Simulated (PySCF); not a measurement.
Species: sum formula HSiO$_{2}$Cl$_{2}$, net charge -1, singlet state. It need not be the lowest isomer of its formula. Whether it binds its extra electron was not tested at this geometry. SMILES: [O-][Si](O)(Cl)Cl
Coordinates optimised at B3LYP-D3(BJ)/def2-TZVP (Ansatz):
```
Si
O 1 1.5371
O 1 1.6712 2 117.03
H 3 0.9627 1 106.98 2 0.00
Cl 1 2.1335 2 116.02 4 -121.09
Cl 1 2.1335 2 116.02 4 121.09
```
Charge -1, spin multiplicity 1.

Dispersion corrections to the total energy (kcal/mol) from the dftd3 and dftd4 libraries through PySCF: D3(BJ) without and D4 with the three-body term, each with the damping fitted for the functional named.

```csv
functional,D3(BJ),D4
BLYP,-9.01,-11.18
HF,-30.44,?
PBE,?,-5.10
TPSS,-5.16,?
B2GP-PLYP,-3.87,-2.16
B2PLYP,-3.77,-3.56
revPBE,-9.39,-13.97
```

Question: What belongs in the gaps?

Answer: 
- HF, D4: -16.87
- PBE, D3(BJ): -3.92
- TPSS, D4: -6.90
